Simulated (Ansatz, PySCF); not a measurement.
Species: sum formula AlO₂H₂ (charge 0, doublet). It need not be the lowest isomer of its formula. SMILES: [OH][Al][OH]
Coordinates optimised at B3LYP-D3(BJ)/def2-TZVP (Ansatz, a first-principles code):
```
Al
O 1 1.7036
H 2 0.9597 1 126.28
O 1 1.7036 2 125.35 3 0.00
H 4 0.9597 1 126.28 2 0.00
```
Charge 0, spin multiplicity 2.

Property: vertical ionisation energy (to the singlet state of charge +1; each state is the SCF solution reached for its spin), in eV. Correlated levels leave the core frozen unless marked. UHF or UKS for open shells. Spin-orbit coupling is left out. Non-relativistic. CBS marks a two-point X^-3 extrapolation of the correlation energy; Hartree-Fock from the larger set. [CCSD(T)-MP2]/basis is that difference in the basis named.

RI-MP2/CBS(aug-cc-pV(T+d)Z,aug-cc-pV(Q+d)Z)+[CCSD(T)-MP2]/aug-cc-pV(T+d)Z (Ansatz) gives 8.48 eV.

Problem. Another calculation gave 8.51 eV. Which level was it?
A) B2PLYP/def2-TZVPD (Ansatz)
B) M06-2X/def2-TZVPD (PySCF)
C) wB97M-V/def2-TZVPD (Ansatz)

Solution. A, B2PLYP/def2-TZVPD (Ansatz). The others give 8.36 (wB97M-V), 8.71 (M06-2X) eV.
